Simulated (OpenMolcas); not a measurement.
# Cr4+: effect of the basis set

```yaml
Program: OpenMolcas 26.06
Method: "SS-RASPT2, IPEA 0.25 Eh, imaginary shift 0.1 Eh (closed shells correlated: 3s)"
Active_space: 8 electrons in 8 orbitals (RAS1 3p, at most 2 holes; RAS2 3d)
State_averaging: 2S+1 = 3 even, 10 roots; 2S+1 = 1 even, 15 roots
Spin-orbit_coupling: RASSI with atomic mean-field integrals over the reference wave functions, term energies averaged over their components
```

A. ANO-R2 [6s4p4d2f], X2C, finite nucleus; CASPT2 step of the order of 14 core-seconds
B. ANO-RCC-VTZP [6s5p3d2f1g], DKH2, point nucleus; CASPT2 step roughly 14 core-seconds
C. ANO-RCC-VQZP [7s6p4d3f2g1h], DKH2, point nucleus; CASPT2 step roughly 14 core-seconds

Energies in cm-1 above 3d2 3F2, the measured ground level; measured values from Sugar and Corliss, J. Phys. Chem. Ref. Data 6, 317 (1977).

| Level | A | B | C | Measured |
| --- | --- | --- | --- | --- |
| 3d2 3F2 | 0.0 | 0.0 | 0.0 | 0.0 |
| 3d2 3F3 | 541 | 534 | 525 | 508 |
| 3d2 3F4 | 1229 | 1214 | 1193 | 1142 |
| 3d2 1D2 | 13590 | 13320 | 13150 | 13188 |
| 3d2 3P0 | 16030 | 16100 | 16040 | 15492 |
| 3d2 3P1 | 16230 | 16290 | 16230 | 15677 |
| 3d2 3P2 | 16650 | 16700 | 16630 | 16041 |
| 3d2 1G4 | 22860 | 22320 | 22140 | 22019 |
| 3d2 1S0 | 51700 | 51470 | 50870 | 51146 |

Deviations, from unrounded energies. A percentage is the sum of absolute deviations over the sum of measured energies, with the sign that they share, or ± where signs differ.

```csv
Against measurement,Levels,A,B,C
mean absolute deviation (cm-1),8,450,340,270
fine structure of the ground term (%),2,+7.3,+5.9,+4.2
other terms of the ground configuration (%),6,+2.6,+2.0,±1.6
```

C lies closest to measurement on these levels and A furthest from it. The largest miss of C in the table is 3d2 3P2, by +590 cm-1. The ranking rests on the paired levels alone, and a cruder setting can come out closer through cancelling errors.

The two smallest mean deviations differ by little beside CASPT2's spread within terms, so their order carries little weight.

Among A to C the level of the table that moves most is 3d2 1S0, by 830 cm-1 (lowest in C, highest in A). Moves below CASPT2's spread within the term are not significant.

CASPT2 does not keep the components of a term degenerate, so their means are used; among the terms shown or strongly mixed into the levels shown the widest spread is 360 cm-1 (3d2 3F, B). Active for correlation alone: 3p; no level in the range computed is led by a configuration that opens it, so any true level of that kind is missing. Computed and measured levels are paired by configuration, term and J; levels that our copy of the source lacks, or whose pairing is in doubt (as where it misses far off the trend of its configuration), stay unpaired and out of the deviations. Levels of configurations outside the active space are missing.
